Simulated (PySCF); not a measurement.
Compound: C3H8O3Si.
SMILES: `C(=O)CO[SiH2]OC`

Torsions of this conformer, `[CH3:1][O:2][SiH2:3][O:4][CH2:5][CH:6]=[O:7]`: C1–O2–Si3–O4 -153°, O2–Si3–O4–C5 55°, Si3–O4–C5–C6 -177°, O4–C5–C6–O7 -174°.

The closed-shell ground state was solved at several levels (PySCF, density fitting, gas phase, non-relativistic). Geometry: PBE0-D3(BJ)/def2-SVP, one conformer, isolated molecule.

```
            level  basis functions  total energy (Eh)  HOMO (eV)  LUMO (eV)  gap (eV)  dipole (D)
   B3LYP/pcSseg-1              166          -634.3257      -7.30      -1.09      6.21        3.64
wB97X-D/def2-SVPD              217          -633.8956      -9.58       0.90     10.48        3.70
```

Q: What might PBE0/pcSseg-1 (166 basis functions) give for the same quantities?

A: Total energy -633.7847 Eh, HOMO -7.54 eV, LUMO -0.81 eV, gap 6.73 eV, dipole 3.68 D.

Q: Over all these levels, which gives the widest orbital gap and which the narrowest?

A: wB97X-D/def2-SVPD (range-separated hybrid) has the widest, 10.48 eV, and B3LYP/pcSseg-1 (global hybrid, 20 % exact exchange) the narrowest, 6.21 eV. Functional and basis both differ between the two, so the spread mixes both effects.

Q: How far do the dipole and the HOMO energy spread over the levels?

A: The dipole runs from 3.64 to 3.70 D (mean 3.67 D) and the HOMO from -9.58 to -7.30 eV.

wB97X-D is run here without its empirical dispersion term; that term would change no orbital, density or response property at a fixed geometry.
